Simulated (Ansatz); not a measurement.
Steps of a relaxation of CH5GeNOS, SMILES `O[C]1(S)[NH][GeH2]1` with RKS PBE-D4/def2-SVP.

```sh
$ ansatz run in.yaml --threads 4 --pin off --events-out ev --progress --plain --max-ram 10444MiB
```

```yaml
crystal:
  periodic: [false, false, false]
  atoms:
    - {symbol: O, position_ang: [-1.348000, -0.117400, 0.846700]}
    - {symbol: C, position_ang: [-0.358700, 0.299000, -0.024500]}
    - {symbol: S, position_ang: [-0.148400, 2.072900, -0.373400]}
    - {symbol: N, position_ang: [-0.135000, -0.517600, -1.166400]}
    - {symbol: Ge, position_ang: [1.232400, -0.752100, 0.094800]}
    - {symbol: H, position_ang: [-2.226300, 0.281200, 0.408300]}
    - {symbol: H, position_ang: [0.189800, 2.351100, 0.995800]}
    - {symbol: H, position_ang: [-0.774800, -1.359000, -1.069200]}
    - {symbol: H, position_ang: [2.530800, -0.151100, -0.469000]}
    - {symbol: H, position_ang: [1.121400, -2.158200, 0.759800]}
basis:
  gaussian: {orbitals: def2-SVP}
hamiltonian: {xc: pbe, dispersion: d4}
relax: {f_tol: 0.03, max_steps: 200}
```

Positions (Å) and forces (eV/Å) along the path, 11 of 11 steps:

```xyz
10
step=1 energy=-71974.7884 eV
O    -1.348   -0.117    0.847   -2.728    1.622   -1.022
C    -0.359    0.299   -0.025    0.149    0.022    0.912
S    -0.148    2.073   -0.373    0.065    0.346    1.488
N    -0.135   -0.518   -1.166   -1.339   -1.203   -1.598
Ge    1.232   -0.752    0.095    1.536   -0.607    0.835
H    -2.226    0.281    0.408    1.902   -1.053    1.270
H     0.190    2.351    0.996   -0.417   -0.123   -1.467
H    -0.775   -1.359   -1.069    0.506    0.938   -0.343
H     2.531   -0.151   -0.469    0.154   -0.227    0.071
H     1.121   -2.158    0.760    0.172    0.285   -0.148
10
step=2 energy=-71975.1355 eV
O    -1.381   -0.084    0.863   -0.856    0.559   -0.424
C    -0.331    0.284    0.026   -0.417    0.151    0.266
S    -0.231    2.069   -0.360    0.182    0.195    0.622
N    -0.131   -0.496   -1.169   -0.436   -0.576   -0.510
Ge    1.277   -0.797    0.097    0.580   -0.132    0.205
H    -2.207    0.323    0.448    0.937   -0.427    0.542
H     0.057    2.439    0.950   -0.207   -0.093   -0.582
H    -0.809   -1.289   -1.139    0.272    0.360   -0.158
H     2.631   -0.303   -0.455   -0.043   -0.054    0.034
H     1.208   -2.195    0.742   -0.010    0.017    0.005
10
step=3 energy=-71975.1926 eV
O    -1.360   -0.075    0.880    0.369   -0.150   -0.027
C    -0.328    0.277    0.013   -0.043    0.035    0.148
S    -0.229    2.070   -0.359   -0.028   -0.007   -0.071
N    -0.122   -0.503   -1.199   -0.023    0.006    0.103
Ge    1.291   -0.817    0.090    0.085    0.006    0.047
H    -2.160    0.362    0.535   -0.279    0.181   -0.079
H    -0.062    2.469    0.936   -0.031   -0.056   -0.011
H    -0.806   -1.276   -1.208   -0.014    0.025   -0.078
H     2.661   -0.356   -0.442   -0.023   -0.016   -0.028
H     1.199   -2.203    0.756   -0.013   -0.024   -0.004
10
step=4 energy=-71975.2002 eV
O    -1.351   -0.076    0.882    0.114   -0.036   -0.040
C    -0.316    0.277    0.022   -0.096    0.032   -0.101
S    -0.240    2.067   -0.370   -0.003   -0.056    0.016
N    -0.109   -0.497   -1.193    0.034   -0.015    0.173
Ge    1.302   -0.825    0.099    0.002    0.012   -0.017
H    -2.147    0.396    0.557   -0.025    0.046    0.000
H    -0.119    2.463    0.928   -0.010    0.037    0.029
H    -0.803   -1.260   -1.225   -0.018   -0.004   -0.052
H     2.668   -0.381   -0.453    0.006   -0.009   -0.011
H     1.199   -2.216    0.755   -0.004   -0.007    0.003
10
step=5 energy=-71975.2033 eV
O    -1.342   -0.080    0.880   -0.122    0.061   -0.044
C    -0.311    0.276    0.020   -0.023    0.010   -0.149
S    -0.246    2.065   -0.372   -0.013   -0.027    0.030
N    -0.097   -0.499   -1.191    0.022   -0.008    0.178
Ge    1.309   -0.830    0.104   -0.020    0.011   -0.036
H    -2.133    0.427    0.582    0.133   -0.069    0.052
H    -0.170    2.473    0.929    0.007    0.006    0.000
H    -0.800   -1.253   -1.243    0.002    0.020   -0.031
H     2.676   -0.406   -0.463    0.015   -0.007   -0.004
H     1.197   -2.223    0.758    0.000    0.002    0.004
10
step=6 energy=-71975.2010 eV rejected
O    -1.347   -0.098    0.877   -0.013    0.063   -0.105
C    -0.325    0.271    0.008    0.135   -0.198   -0.054
S    -0.276    2.059   -0.371   -0.022    0.046   -0.087
N    -0.091   -0.520   -1.183    0.140    0.351    0.183
Ge    1.316   -0.815    0.114   -0.139   -0.094   -0.051
H    -2.121    0.440    0.603   -0.054   -0.005    0.067
H    -0.142    2.460    0.924   -0.015    0.011    0.056
H    -0.822   -1.232   -1.293   -0.055   -0.194    0.013
H     2.689   -0.412   -0.455    0.012    0.003   -0.045
H     1.203   -2.204    0.778    0.011    0.018    0.023
10
step=7 energy=-71975.2065 eV
O    -1.346   -0.090    0.874   -0.042    0.019   -0.027
C    -0.316    0.274    0.014    0.030   -0.027   -0.058
S    -0.264    2.063   -0.370   -0.008    0.015    0.000
N    -0.088   -0.505   -1.184    0.011    0.016    0.076
Ge    1.314   -0.827    0.109   -0.018    0.000   -0.023
H    -2.124    0.444    0.600    0.023   -0.017    0.031
H    -0.174    2.469    0.929   -0.001    0.001    0.006
H    -0.801   -1.244   -1.270    0.003   -0.007   -0.008
H     2.683   -0.422   -0.471    0.004   -0.005   -0.002
H     1.199   -2.215    0.773   -0.002    0.006    0.004
10
step=8 energy=-71975.2077 eV
O    -1.351   -0.102    0.857   -0.017   -0.015   -0.006
C    -0.318    0.270    0.004    0.002    0.015   -0.003
S    -0.285    2.062   -0.367    0.011    0.031   -0.016
N    -0.080   -0.508   -1.187    0.001   -0.016    0.030
Ge    1.318   -0.826    0.108    0.016    0.004   -0.007
H    -2.108    0.479    0.627   -0.011   -0.004    0.014
H    -0.185    2.458    0.934    0.000    0.000    0.006
H    -0.794   -1.244   -1.286   -0.005   -0.008   -0.015
H     2.690   -0.435   -0.477    0.003   -0.007    0.002
H     1.197   -2.205    0.788    0.000    0.000   -0.005
10
step=9 energy=-71975.2080 eV
O    -1.359   -0.112    0.846   -0.047    0.071   -0.039
C    -0.322    0.269   -0.001   -0.008   -0.058   -0.007
S    -0.298    2.064   -0.368    0.001    0.007   -0.003
N    -0.073   -0.512   -1.185   -0.016    0.018    0.015
Ge    1.323   -0.821    0.110    0.009    0.003    0.006
H    -2.101    0.503    0.653    0.054   -0.055    0.024
H    -0.194    2.455    0.936    0.003    0.002    0.000
H    -0.789   -1.245   -1.301    0.006    0.011    0.003
H     2.699   -0.452   -0.480    0.001    0.006   -0.004
H     1.198   -2.200    0.793   -0.004   -0.004    0.005
10
step=10 energy=-71975.2082 eV
O    -1.361   -0.114    0.845   -0.022    0.037   -0.023
C    -0.323    0.267   -0.002   -0.008   -0.010    0.023
S    -0.296    2.062   -0.368   -0.004    0.012   -0.002
N    -0.073   -0.512   -1.184   -0.008   -0.013   -0.017
Ge    1.323   -0.821    0.111    0.001    0.004    0.010
H    -2.102    0.500    0.654    0.030   -0.026    0.012
H    -0.188    2.454    0.935    0.001   -0.001    0.001
H    -0.789   -1.244   -1.302    0.006    0.002    0.000
H     2.697   -0.447   -0.481   -0.002   -0.004    0.001
H     1.195   -2.198    0.795    0.005   -0.002   -0.004
10
step=11 energy=-71975.2082 eV
O    -1.363   -0.114    0.842    0.017   -0.012   -0.003
C    -0.324    0.267   -0.002   -0.017   -0.001    0.010
S    -0.299    2.062   -0.368    0.004    0.007   -0.001
N    -0.073   -0.513   -1.184    0.001   -0.005   -0.009
Ge    1.323   -0.820    0.113    0.009    0.000    0.004
H    -2.101    0.505    0.657   -0.010    0.012   -0.001
H    -0.187    2.454    0.935    0.000   -0.001    0.000
H    -0.788   -1.245   -1.303   -0.002   -0.001    0.002
H     2.697   -0.449   -0.481    0.001    0.001    0.000
H     1.198   -2.199    0.794   -0.003    0.000   -0.001
```

Run time 18 s (4 threads of an Arm Neoverse V1 on a shared host); peak host memory 0.19 GiB.
